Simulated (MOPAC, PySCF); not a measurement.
(4,2) boron nitride tube piece `B1NB2NB3NBN2BN1B1NBN2BN3BNB2N1`, neutral singlet in the gas phase. 

Cartesian coordinates (Å):
SMILES: B1NB2NB3NBN2BN1B1NBN2BN3BNB2N1
```xyz
32

B      1.9408     1.5155     1.4856
N      0.6460     2.0566     1.7393
B     -0.3621     1.8199     0.7100
N     -1.6493     1.2366     0.9776
B     -2.1271     0.3582    -0.0939
N     -2.0214     0.9427    -1.4315
B     -0.8725     1.7262    -1.7566
N      0.0843     1.9789    -0.6763
B      1.4663     1.6803    -0.9589
N      2.2795     1.0771     0.1263
B      2.1273    -0.3582    -0.0885
N      2.0249    -0.9433    -1.4261
B      0.8768    -1.7269    -1.7537
N     -0.0826    -1.9791    -0.6757
B     -1.4639    -1.6807    -0.9619
N     -2.2798    -1.0771     0.1210
B     -1.9445    -1.5149     1.4814
N     -0.6503    -2.0558     1.7385
B      0.3604    -1.8195     0.7117
N      1.6469    -1.2362     0.9823
H      2.7130     1.3314     2.4133
H      0.3773     2.2236     2.7103
H     -1.8013     0.9200     1.9393
H     -2.5571     0.5415    -2.2027
H     -0.6406     2.0612    -2.9006
H      1.9036     1.8041    -2.0867
H      2.5626    -0.5424    -2.1961
H      0.6478    -2.0623    -2.8981
H     -1.8984    -1.8050    -2.0907
H     -2.7190    -1.3305     2.4070
H     -0.3840    -2.2225     2.7103
H      1.7964    -0.9191     1.9442
```
Charge 0, multiplicity 1.

All levels are single points at this geometry (PBE-D3(BJ)/def2-SVP); Pople sets use spherical d functions. Orbital energies aren't observables, and empty levels follow the basis.

```
level                           HOMO (eV)  LUMO (eV)  gap (eV)  dipole (D)  vertical IE, Delta-SCF (eV)
------------------------------  ---------  ---------  --------  ----------  ---------------------------
B3LYP-D3(BJ)/def2-SVP in PySCF      -6.58      -0.49      6.09        2.82                         8.16
PBE-D3(BJ)/def2-SVP in PySCF        -5.60      -1.32      4.28        2.93                         7.73
B3LYP/6-31G* in PySCF               -6.36      -0.21      6.15        2.86                         7.96
PBE/6-31G* in PySCF                 -5.37      -1.06      4.31        2.98                         7.53
HF/6-31G* in PySCF                  -9.75       3.91     13.66        2.58                         8.73
AM1 in MOPAC                        -9.33       0.56      9.89        1.01                            –
PM3 in MOPAC                        -8.23       0.06      8.29        2.61                            –
PM6 in MOPAC                        -8.74       0.13      8.87        1.65                            –
PM7 in MOPAC                        -8.26      -1.16      7.11        1.93                            –
```
